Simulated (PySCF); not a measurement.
Compound: C₅H₇NO₂.
SMILES: `C(=C\[C@H](O)CO)/C#N`

The closed-shell SCF was solved with PySCF and density fitting under several settings on one GFN2-xTB geometry (grid level 2 and gas phase unless stated).

| settings | basis functions | SCF cycles | E (Eh) | HOMO (eV) | LUMO (eV) | dipole (D) |
| --- | --- | --- | --- | --- | --- | --- |
| PBE0/def2-SVP, energy threshold 1e-08 Eh | 147 | 10 | -399.1398 | -7.82 | -1.16 | 5.76 |
| CAM-B3LYP/STO-3G, fitting basis def2-qzvpp-jkfit | 47 | 10 | -394.4336 | -6.08 | 2.81 | 4.61 |

Task: Estimate the rows for these settings: (1) PBE0/pcSseg-0; (2) PBE0/pcSseg-1.

Result: 
```json
{"settings": "PBE0/pcSseg-0", "basis functions": "86", "SCF cycles": "14", "E (Eh)": "-398.4940", "HOMO (eV)": "-8.03", "LUMO (eV)": "-1.25", "dipole (D)": "6.23"}
{"settings": "PBE0/pcSseg-1", "basis functions": "171", "SCF cycles": "15", "E (Eh)": "-399.3958", "HOMO (eV)": "-7.94", "LUMO (eV)": "-1.31", "dipole (D)": "5.90"}
```

Task: Over all rows, what range does the HOMO–LUMO gap span?

Result: From 6.63 eV (PBE0/pcSseg-1) to 8.89 eV (CAM-B3LYP/STO-3G, fitting basis def2-qzvpp-jkfit). The functional of the narrowest has 25 % exact exchange, that of the widest range-separated exact exchange.

Task: And the dipole moment?

Result: From 4.61 D (CAM-B3LYP/STO-3G, fitting basis def2-qzvpp-jkfit) to 6.23 D (PBE0/pcSseg-0); the largest is 1.35 times the smallest, and the median is 5.83 D.

Task: Compare two rows with the functional PBE0: PBE0/def2-SVP, energy threshold 1e-08 Eh and PBE0/pcSseg-1. Which energy is lower, and by how much?

Result: PBE0/pcSseg-1 (171 functions) lies 0.2560 Eh or 161 kcal/mol below PBE0/def2-SVP, energy threshold 1e-08 Eh (147 functions).

Whole jobs, the steps after the SCF included, on one thread, Intel Xeon 6975P-C (x86_64), shared host:

```csv
settings,work after the SCF,wall time,peak memory
"PBE0/def2-SVP, energy threshold 1e-08 Eh","shieldings, charges and field gradients",12 s,0.76 GiB
"CAM-B3LYP/STO-3G, fitting basis def2-qzvpp-jkfit","spin–spin couplings from 13 perturbed nuclei, spin–dipole term for 1 of them",5.4 s,0.49 GiB
PBE0/pcSseg-0,shieldings,5.0 s,0.55 GiB
PBE0/pcSseg-1,"shieldings, density and orbital grids written",18 s,0.76 GiB
```

Cycle counts include a coarse-grid stage where the run had one.

Conformer computed: `[N:1]#[C:2]/[CH:3]=[CH:4]/[C@H:5]([OH:6])[CH2:7][OH:8]`: C3–C4–C5–O6 -3°, C4–C5–C7–O8 65°, H–O6–C5–C4 -74°, H–O8–C7–C5 178°.

One conformer stands for the species.
